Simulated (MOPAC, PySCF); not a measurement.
Dimer: HF (SMILES F) (first 2 atoms) with CH6Si (SMILES C[SiH3]); geometry from B3LYP-D3(BJ)/def2-TZVP, rigid monomers moved along the line of their centres of mass till H2···H8 is 1.91 Å.
(charge 0, multiplicity 1):
```xyz
10

F      0.46225     0.63421    -0.36073
H      0.76977     0.16003     0.38074
C     -1.25049     0.45972     2.89548
Si     0.24726    -0.59815     3.25882
H     -0.95390     1.46891     2.60617
H     -1.89087     0.53031     3.77651
H     -1.83742     0.03686     2.07887
H      1.12112    -0.69115     2.04864
H     -0.12732    -1.98582     3.61306
H      1.08325    -0.02326     4.33679
```

Counterpoise-corrected where a basis set is named; no monomer relaxation. Rows marked so take none.

Rows in 6-31G* carry no dispersion term and start afresh at each structure (6-31G* with six Cartesian d functions). The state reached by PM3, PM6, PM7 isn't checked; PM7 holds dispersion and hydrogen-bond terms.

Codes used: MOPAC for PM3, PM6, PM7 (differences of heats of formation); PySCF for 6-31G* rows. Each number belongs to the level named beside it.

Task: One of these levels gives 37.6 meV for the interaction energy. Which one is it?
A. PM3
B. PM6
C. PM7
D. BP86/6-31G* (no counterpoise)

Result: C, PM7. The others give -133.9 (PM3), -41.0 (PM6), -95.3 (BP86/6-31G* (no counterpoise))
